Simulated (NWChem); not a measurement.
Molecule: TiHF3; SMILES [F][TiH]([F])[F]

Results from NWChem. The geometry was optimised at PBE0/def2-SVP.

Question: Taking PBE/def2-TZVPP as the yardstick, which of these has the fewest basis functions while keeping “dipole (D)” within 0.05 D of it: PBE/def2-TZVP; PBE/def2-SVPD; PBE/def2-SVP?

Answer: PBE/def2-TZVP.
```csv
level,basis functions,dipole (D)
PBE/def2-SVP,78,0.26
PBE/def2-SVPD,111,0.01
PBE/def2-TZVP,144,0.05
PBE/def2-TZVPP,171,0.09
```

The yardstick is one finite set, not the basis-set limit.
